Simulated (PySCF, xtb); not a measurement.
H2OSi, SMILES O[SiH] (connectivity only; charge and spin as stated), neutral, multiplicity 1.

Harmonic wavenumbers (cm⁻¹) from GFN2-xTB (xtb 6.7.1) at its own minimum, in rising order: 460, 705, 830, 875, 1958, 3521.

Q: What does PBE0-D3(BJ)/def2-TZVP (PySCF) give at its own minimum? (The exact figures need the calculation; the answer reports its results.)

A: 637, 742, 870, 963, 1924, 3885. Paired by order, the mean absolute difference is 123 cm⁻¹ and the zero-point energies are 11.9 and 12.9 kcal/mol.
